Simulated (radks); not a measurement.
Results of a calculation; reference values are marked as such.
Neutral iron inside a hard spherical wall (all orbitals vanish at R), configuration held at [Ar] 3d6 4s2 and not refilled when levels cross. Code: a radial shooting solver on a logarithmic mesh with Libxc functionals. Model: scalar-relativistic Kohn-Sham, LDA (Slater exchange, Perdew-Wang correlation), spin-unpolarised, spherical densities, finite nucleus; Fermi nuclear charge, rms radius 3.7377 fm. Eigenvalues in eV, with the zero of energy where the potential of the charges vanishes at infinity; a dash marks a level that is unbound or too diffuse for the functional's potential to be trusted. A positive occupied level is held by the wall or, in an anion where self-interaction has pushed it up, behind a barrier. The pressure on the wall is -dE/dV.

R (bohr)	E (hartree)	kinetic (hartree)	e(3s)	e(3p)	e(3d)	e(4s)	e(4p, empty)	e(5s, empty)	pressure (GPa)
free	-1270.18496	1284.765	-93.514	-59.930	-7.753	-5.482	-1.431	-0.030	0
15	-1270.18496	1284.765	-93.514	-59.930	-7.753	-5.482	-1.428	0.323	< 0.0001
12	-1270.18494	1284.765	-93.512	-59.928	-7.750	-5.480	-1.408	0.801	0.000400
10	-1270.18473	1284.767	-93.492	-59.908	-7.731	-5.463	-1.334	1.642	0.00683
8	-1270.18226	1284.788	-93.351	-59.767	-7.594	-5.338	-1.010	3.846	0.119
7	-1270.17604	1284.829	-93.104	-59.520	-7.356	-5.101	-0.540	6.270	0.506
4	-1269.84375	1286.209	-88.110	-54.580	-2.618	1.372	8.768	40.213	65.5
3.5	-1269.51370	1287.376	-85.065	-51.597	0.321	6.378	15.174	60.391	180
3	-1268.78961	1289.794	-80.003	-46.652	5.393	16.194	27.125	95.397	558
2.5	-1267.01967	1295.502	-71.049	-37.826	14.972	37.527	51.687	161.53	2080
1.5	-1243.11820	1365.550	-5.726	30.574	91.139	250.44	269.87	662.68	74700
